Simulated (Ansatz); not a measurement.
Molecule: ScO, net charge 0, doublet state. SMILES: [O]=[Sc]
Coordinates optimised at B3LYP-D3(BJ)/def2-TZVP (Ansatz, a program for electronic structure):
```
Sc
O 1 1.6615
```
Charge 0, spin multiplicity 2.

Property: size of the dipole moment, in D. Terms: six Cartesian d functions in 6-31G* and its kin unless marked 5d; non-relativistic; UHF or UKS for open shells; LANL2DZ with its own core potentials from Na on; spin-orbit terms left out. Ab initio and DFT rows: single points at B3LYP-D3(BJ) geometries (Ansatz).

```csv
level,program,size of the dipole moment (D)
SVWN5/6-31G*,Ansatz,2.98
PBE/STO-3G,Ansatz,3.10
PBE/LANL2DZ,Ansatz,3.43
PBE/6-31G*,Ansatz,2.80
PBE/6-31G* with LANL2DZ past Ar,Ansatz,3.08
BLYP/6-31G*,Ansatz,2.94
B3LYP/STO-3G,Ansatz,2.99
B3LYP/6-31G,Ansatz,3.49
B3LYP/6-31G*,Ansatz,3.27
```

No value to compare with is used here. The 9 habitual levels span 2.80 (PBE/6-31G*) to 3.49 D (B3LYP/6-31G).

The levels are drawn from those run, B3LYP/6-31G* more often than the rest, none by its result; runs whose electronic state is in doubt are left out.
